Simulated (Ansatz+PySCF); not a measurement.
Values are calculated unless marked as measured or tabulated.
**CH3Cl + F- → CH3F + Cl-**

CH3Cl (charge 0, multiplicity 1):
```xyz
5

C     0.0000    0.0000   -1.1193
Cl    0.0000    0.0000    0.6560
H     0.0000   -1.0366   -1.4786
H    -0.8977    0.5183   -1.4786
H     0.8977    0.5183   -1.4786
```

CH3F (charge 0, multiplicity 1):
```yaml
atoms:
  - { symbol: C, position_ang: [0.0000, 0.0000, -0.6187] }
  - { symbol: F, position_ang: [0.0000, 0.0000, 0.7447] }
  - { symbol: H, position_ang: [0.0000, -1.0360, -0.9966] }
  - { symbol: H, position_ang: [-0.8972, 0.5180, -0.9966] }
  - { symbol: H, position_ang: [0.8972, 0.5180, -0.9966] }
```

Shapes relaxed with PBE0/def2-SVP. Single points in def2-SVP with Ansatz (development build ahead of 0.2.0), no zero-point energy. Correlated methods freeze no orbital on H to Be, one on B to Mg, five on Al to Zn, nine on Ga to Sr.

```json
{"method": "CCSD (restricted)", "reaction energy": "-197.0 kJ/mol"}
{"method": "CCSD(T) (restricted)", "reaction energy": "-196.2 kJ/mol"}
{"method": "MP2 (restricted)", "reaction energy": "-196.7 kJ/mol"}
{"method": "PBE (restricted)", "reaction energy": "-237.1 kJ/mol"}
{"method": "PBE0 (restricted)", "reaction energy": "-230.2 kJ/mol"}
{"method": "r2SCAN (restricted)", "reaction energy": "-236.7 kJ/mol"}
{"method": "wB97X (restricted)", "reaction energy": "-231.0 kJ/mol"}
```

Question: What does HF (restricted) give?

Answer: -224.6 kJ/mol. Caution: no diffuse functions for an anion.
